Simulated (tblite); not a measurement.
A tight-binding relaxation on `CC(C)[O][Ge@@H]([SiH3])[O][SiH3]`.

Computed with GFN2-xTB geometry optimisation, gas phase (tblite 0.8.0). Start geometry: from a force field or distance geometry. The command runs a driver script over a list of jobs; the input below is this job's line of settings and its coordinates in Å.

Command:
```bash
OMP_NUM_THREADS=1 python probes_run.py task.json out
```

Input:
```
{"job": {"kind": "relax", "xc": "GFN2-xTB", "basis": "xTB"}, "charge": 0, "multiplicity": 1}
C     -2.839800    -0.998900     0.419300
C     -1.678300    -0.103800     0.081400
C     -2.180400     1.191700    -0.447200
O     -0.846000    -0.706900    -0.875700
Ge     0.794000    -0.923600    -0.186800
Si     2.348800    -0.354000    -1.782800
O      1.054700     0.006300     1.286800
Si     2.563700     0.788200     1.399800
H     -3.586100    -0.364800     0.985200
H     -3.376300    -1.377700    -0.455900
H     -2.491500    -1.824400     1.063300
H     -1.125100     0.093500     1.032200
H     -3.049200     0.998300    -1.089100
H     -1.334000     1.698200    -0.982600
H     -2.531900     1.809700     0.420300
H      0.980100    -2.415600     0.135400
H      3.682800    -0.367600    -1.119400
H      2.125700     1.022100    -2.231600
H      2.423500    -1.296500    -2.889000
H      3.139700     1.165600     0.111000
H      3.566300    -0.030600     2.114200
H      2.348900     2.010300     2.208700
```

Output:
```
step      E/eV     max force
  0    -739.16802    1.956
  1    -739.41311    1.276
  2    -739.59314    0.758
  3    -739.68107    0.827
  4    -739.83662    0.730
  5    -739.90264    0.646
  6    -739.97403    0.481
  7    -740.01005    0.360
  8    -740.03519    0.407
  9    -740.06196    0.392
... (126 lines left out)
136    -740.40763    0.022
137    -740.40770    0.025
138    -740.40779    0.031
139    -740.40786    0.022
140    -740.40790    0.015
141    -740.40793    0.012
142    -740.40795    0.017
143    -740.40798    0.018
144    -740.40800    0.011
145    -740.40802    0.008
```

«max force» is the largest atomic force in eV/Å.

From which step on does the largest force stay under 0.1 eV/Å, and how much energy is left to gain from there?

From step 50 (0.088 eV/Å), 29.6 meV above the end.

In short: energy lowered by 28.6 kcal/mol over 145 steps; largest atomic force 0.008 eV/Å at the end.

Where do the atoms end?

0.634 Å rms from the input after alignment:
```
atom  x, y, z in Å
C1    -2.4660   -0.9568    0.4868
C2    -1.4866    0.1785    0.2099
C3    -2.1950    1.3889   -0.3896
O4    -0.4864   -0.2324   -0.7050
Ge5    0.9628   -1.1769   -0.3595
Si6    2.3115   -0.7318   -2.2281
O7     1.6456   -0.4721    1.1252
Si8    2.2547    0.8898    1.7376
H9    -3.2299   -0.6320    1.1884
H10   -2.9396   -1.2702   -0.4408
H11   -1.9304   -1.8052    0.9105
H12   -1.0100    0.4741    1.1562
H13   -2.6505    1.1137   -1.3379
H14   -1.4799    2.1882   -0.5669
H15   -2.9661    1.7446    0.2885
H16    0.5633   -2.5342    0.2537
H17    3.7170   -1.0030   -1.9123
H18    2.1724    0.6703   -2.6285
H19    1.9098   -1.5918   -3.3436
H20    2.7216    1.7821    0.6677
H21    3.3664    0.4389    2.5721
H22    1.2048    1.5566    2.5132
```

Time: 2.5 s wall. Hardware: one thread of an Arm Neoverse N1, shared host with 64 logical CPUs at a one-minute load of 54.
Labels such as C1 count atoms from 1, the log's own numbers from 0.
